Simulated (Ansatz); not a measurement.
`CC(C)[SiH](F)F` + H–F → `F[SiH](F)F` + `CCC` at 700 K and 1 bar (ligand exchange at the Si–C bond).

Isolated molecules relaxed with PBE0-D4/def2-TZVP in Ansatz; ΔE leaves out vibrations. CCSD(T)/CBS is the MP2 limit (def2-TZVPP, def2-QZVPP) plus CCSD(T) − MP2 in def2-TZVPP, frozen cores. This one scheme is used for every species. One conformer a species, not always the lowest.

| species | CCSD(T)/CBS energy (Eh) | H − E (kJ/mol) | S (J/(mol·K)) |
| --- | --- | --- | --- |
| `CC(C)[SiH](F)F` | -607.79220 | 379.0 | 510.7 |
| H–F | -100.39570 | 45.2 | 198.5 |
| `F[SiH](F)F` | -589.26725 | 92.9 | 344.3 |
| `CCC` | -118.98051 | 329.4 | 356.3 |

H − E and S are ideal-gas, rigid-rotor, harmonic terms from PBE0-D4/def2-TZVP, for one conformer and one mirror image of each species. 1 Eh = 2625.50 kJ/mol, R = 8.31446 J/(mol·K).

Problem. By hand: ΔE, ΔH, ΔS and ΔG.

Solution. ΔE = (-589.26725) + (-118.98051) − (-607.79220) − (-100.39570) = -0.05986 Eh = -157.2 kJ/mol. Δ(H − E) = 92.9 + 329.4 − 379.0 − 45.2 = -1.9, so ΔH = -159.1 kJ/mol. ΔS = 344.3 + 356.3 − 510.7 − 198.5 = -8.6 J/(mol·K). ΔG = -159.1 − 700 × (-8.6)/1000 = -153.1 kJ/mol.

Problem. By hand: the equilibrium constant, and the temperature at which ΔG would vanish if ΔH and ΔS stayed fixed.

Solution. log₁₀ K = −ΔG/(RT ln 10) = 11.4. ΔG = 0 at ΔH/ΔS = 18500 K, far beyond where these terms or the molecules hold.

The number of gas molecules stays the same, so ΔS is small and ΔH decides. A doubt of 5 kJ/mol in ΔE shifts log₁₀ K by 0.4 here. Other conformers and mirror images would add mixing entropy, several J/(mol·K) or more a flexible species. Modes under 60 cm⁻¹, often nearly free rotors, make the harmonic entropy too high. These are equilibria of isolated gas molecules and say nothing of rates. Largest T1 diagnostic: 0.012 (customary marks: 0.02 for closed shells, 0.045 for open ones).
